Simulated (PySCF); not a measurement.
# Tin: a sound run and one with changed settings

Sound run: Sn [Kr] 4d10 5s2 5p2, Sn⁺ [Kr] 4d10 5s2 5p1. Computed with PySCF 2.14 in x2c-SVPall (6s5p3d, 36 functions), with the spin-free X2C one-electron Hamiltonian (Gaussian nucleus). The sound run starts from symmetry-adapted Hartree-Fock orbitals and uses a fine grid where one is needed.

Changed run: 6 angular points. This setting is unsound on purpose.

```
species  method  sound run (hartree)  changed run (hartree)  converged
     Sn     UHF          -6173.08780            -6173.08780        yes
     Sn     LDA          -6169.78642            -6170.70476        yes
     Sn     PBE          -6175.36614            -6176.29578        yes
    Sn⁺     UHF          -6172.83566            -6172.83566        yes
    Sn⁺     LDA          -6169.51330            -6170.39726        yes
    Sn⁺     PBE          -6175.09887            -6175.99702        yes
```

Ionisation energy of Sn:

| method | sound run (eV) | changed run (eV) |
| --- | --- | --- |
| UHF | 6.861 | 6.861 |
| LDA | 7.432 | 8.367 |
| PBE | 7.273 | 8.130 |

A coarse angular grid integrates products of high-l functions wrongly, so density functionals can shift, and the SCF can exploit the error; Hartree-Fock and MP2 need no grid.

For comparison, NIST gives 7.344 eV between the lowest levels.
